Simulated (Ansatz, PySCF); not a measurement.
methylsilane (CH6Si), singlet, at a GFN2-xTB geometry, with bond 6-2 at 2.4 times its length. Base run: CASSCF(2,2)/STO-3G in PySCF.

Here is a job for PySCF.
```python
from pyscf import gto, scf, mcscf
import numpy

mol = gto.Mole()
mol.atom = '''
    C    -0.01298196    0.00392095   -1.25022897
    Si    0.00669850   -0.00202315    0.64510011
    H    -0.01147190   -1.00712268   -1.64830101
    H    -0.89650587    0.50641306   -1.63436438
    H     0.85673226    0.51618733   -1.65253877
    H     0.00054900    3.30719052    1.83158151
    H    -1.17977102   -0.70041180    1.14524608
    H     1.21099302   -0.68708334    1.12046299
'''
mol.basis = 'sto-3g'
mol.verbose = 4
mol.build()

mf = scf.RHF(mol)
mf.kernel()
mc = mcscf.CASSCF(mf, 2, 2)
mc.fix_spin_(ss=0.0)
mc.kernel()
occ = numpy.linalg.eigvalsh(mc.fcisolver.make_rdm1(mc.ci, mc.ncas, mc.nelecas))[::-1]
ss = mc.fcisolver.spin_square(mc.ci, mc.ncas, mc.nelecas)[0]
print('natural occupations', occ.round(4), ' <S^2>', round(ss, 4))
```

Programs used: Ansatz (a quantum-chemistry and plane-wave program), PySCF; a row that names a program was run with it.

Each row names what was changed in the base input (with any setting that the change needs).

| change | ΔE vs base (kcal/mol) | natural occupations | <S^2> of the state | outcome |
|---|---|---|---|---|
| base | 0.000 | 1.14 0.86 | 0.00 | converged |
| start = MP2 natural orbitals | 0.000 | 1.14 0.86 | 0.00 | converged |
| active space = 10 electrons, 9 orbitals | -31.84 | 2.00 1.98 1.97 1.97 1.14 0.86 0.03 0.02 0.02 | 0.00 | converged |
| code = ansatz; correction = SC-NEVPT2, all electrons | -54.92 | - | - | converged |
| code = ansatz | 0.004 | - | - | converged |
| active space = 6 electrons, 6 orbitals | -12.31 | 1.99 1.98 1.14 0.86 0.02 0.01 | 0.00 | converged |
| fix_spin_ = off | 0.000 | 1.14 0.86 | 0.00 | converged |
| active space = 6 electrons, 4 orbitals | - | - | - | not converged |
| correction = SC-NEVPT2 | -54.92 | 1.14 0.86 | 0.00 | converged |
| solver = newton | 0.000 | 1.14 0.86 | 0.00 | converged |
| orbitals = fixed (CASCI); correction = SC-NEVPT2 | -54.86 | 1.14 0.86 | 0.00 | converged |

Active orbitals are taken around the Fermi level unless the row says otherwise; CASSCF can end in different local minima, and two programs can end on different orbitals. State-averaged rows give the lowest state.
